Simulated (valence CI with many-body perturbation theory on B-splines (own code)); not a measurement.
**Hyperfine factors and g values of Ni¹⁴⁺**

Calculated by relativistic CI+MBPT: four valence electrons over a frozen Dirac-Fock core [Ne], radial functions for each j: 11 s, 11 p, 9 d, 7 f, 5 g, 2 h, 1 i, with the one-electron correlation potential Σ1, the two-electron term Σ2, the three-electron term Σ3, Breit, model QED; selected CI, second order for the rest (own B-spline code, finite nucleus).

No measured levels were compared; by estimate levels of excited configurations hold to 0.05 to 0.15 % of their energy, terms of the ground configuration to about 0.5 %.

A/g_I is the dipole constant over the nuclear g factor μ/I (μ in nuclear magnetons, uniformly magnetised nucleus), B/Q the quadrupole constant per barn. Both hold the static response of the core; the bare values leave it out. Large factors of s and p1/2 electrons are usually good to 5 to 10 %; those of open d and f shells near neutrality can be off by tens of per cent, and small factors of p3/2, d and f electrons come from cancelling terms and can be off by a factor of two or in sign, in half-filled shells by more. B is blank for J = 1/2, where it vanishes, and for nearly pure S terms. Energies count from the lowest level. Levels with J = 0 are left out.

Names give the largest LS component (configuration and term), which can be under half, so a name can repeat, a term be missing and a line seem to break the LS rules; names also repeat where a configuration has a term twice. Letters in brackets count levels of one name in rising energy.

```csv
Level,E (eV),g,A/g_I (MHz),A/g_I bare,B/Q (MHz/b),B/Q bare
3s2 3p2 3P_1,1.849,1.500,-97.1,182,5490,5260
3s2 3p2 3P_2,3.397,1.426,9810,9570,-6500,-6220
3s2 3p2 1D_2,7.806,1.073,8980,8650,17400,16700
3s 3p3 5S°_2,31.562,1.991,27500,26700,,
3s 3p3 3D°_1,41.585,0.556,-15700,-14800,4940,4740
3s 3p3 3D°_2,41.622,1.196,16300,15600,9320,8940
3s 3p3 3D°_3,42.253,1.333,25100,24000,-1210,-1140
3s 3p3 3P°_1,47.808,1.451,34000,32500,-5470,-5240
3s 3p3 3P°_2,47.947,1.432,23300,22300,-9410,-9010
3s 3p3 1D°_2,52.433,1.044,11500,11100,-3910,-3710
3s 3p3 3S°_1,59.317,1.736,-14600,-13000,9.94,13.5
3s2 3p 3d 3F°_2,61.132,0.673,8600,8300,8070,7890
3s2 3p 3d 3F°_3,62.375,1.084,5400,5360,8490,8310
3s 3p3 1P°_1,63.188,1.253,-1550,-1080,201,200
3s2 3p 3d 3F°_4,64.283,1.249,2960,3070,13000,12700
3s2 3p 3d 3P°_2,68.925,1.273,2640,2810,1190,1260
3s2 3p 3d 3P°_1 [a],70.176,1.007,-4660,-4050,2470,2430
3s2 3p 3d 1D°_2,71.226,1.127,2260,2380,-1280,-1140
3s2 3p 3d 3P°_1 [b],72.258,0.999,4120,4170,-6360,-6150
3s2 3p 3d 3D°_3,72.558,1.325,5570,5600,-7050,-6650
3s2 3p 3d 3D°_2,72.711,1.259,6060,6080,-8160,-7850
3s2 3p 3d 1F°_3,79.187,1.005,4350,4310,12600,12300
3s2 3p 3d 1P°_1,81.214,0.992,-1230,-926,1710,1720
3p4 3P_2,86.208,1.430,8620,8680,2850,2760
3p4 3P_1,88.614,1.496,5130,5410,-3060,-2940
3p4 1D_2,90.229,1.068,11300,10900,-15800,-15100
3s 3p2 3d 5F_1,90.427,0.031,-20000,-19100,-889,-783
3s 3p2 3d 5F_2,90.840,1.022,4340,4380,1600,1600
3s 3p2 3d 5F_3,91.501,1.266,9920,9740,2520,2540
3s 3p2 3d 5F_4,92.454,1.357,12200,11900,563,719
3s 3p2 3d 5F_5,93.654,1.397,14400,14000,-9000,-8380
3s 3p2 3d 5D_1,94.092,1.479,16700,16300,-5450,-5280
3s 3p2 3d 5D_2,94.270,1.466,16400,16000,-6150,-5920
3s 3p2 3d 5D_3,94.544,1.461,16400,15900,-3540,-3360
```

(1) Take the isotope of mass number 61, with I = 3/2, μ = -0.74965 μN and Q = 0.162 b. What is the hyperfine structure of 3s2 3p2 3P_2?

Answers

(1) From the table A = -4900 MHz, B = -1050 MHz. Shifts from the centre of gravity in MHz: F = 1/2: 21100, F = 3/2: 14700, F = 5/2: 3110, F = 7/2: -15000.
